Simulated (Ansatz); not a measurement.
Mulliken charges of CH4O2SeSi (`O=C([SeH])O[SiH3]`) from B3LYP/def2-TZVPP in Ansatz (PBE0-D4/def2-TZVP geometry).

| atom | x (Å) | y (Å) | z (Å) | charge (e) |
| --- | --- | --- | --- | --- |
| O1 | 0.543 | -1.679 | 0.469 | -0.298 |
| C2 | 0.973 | -0.597 | 0.190 | 0.280 |
| Se3 | 2.855 | -0.235 | 0.154 | 0.016 |
| O4 | 0.219 | 0.454 | -0.120 | -0.337 |
| Si5 | -1.466 | 0.223 | -0.112 | 0.421 |
| H6 | 2.699 | 1.172 | -0.233 | 0.058 |
| H7 | -1.972 | 1.560 | -0.491 | -0.056 |
| H8 | -1.842 | -0.793 | -1.119 | -0.042 |
| H9 | -1.920 | -0.152 | 1.244 | -0.042 |

By hand: the dipole of these point charges (1 e Å = 4.8032 D).

Σ q r = (-0.110, 0.291, -0.082) e Å, of length 0.322 e Å = 1.55 D.

How does the dipole of the full density compare? (An estimate is asked.)

Computed: (-0.087, 0.417, -0.116) e Å, 2.12 D; the point charges give 0.73 times that, at 9° from its direction.

Point charges leave out the atoms' own dipoles, such as those of lone pairs, and Mulliken's split depends on the basis, so the two needn't agree.

B3LYP here is the variant with VWN-RPA as its local correlation; programs differ in this.
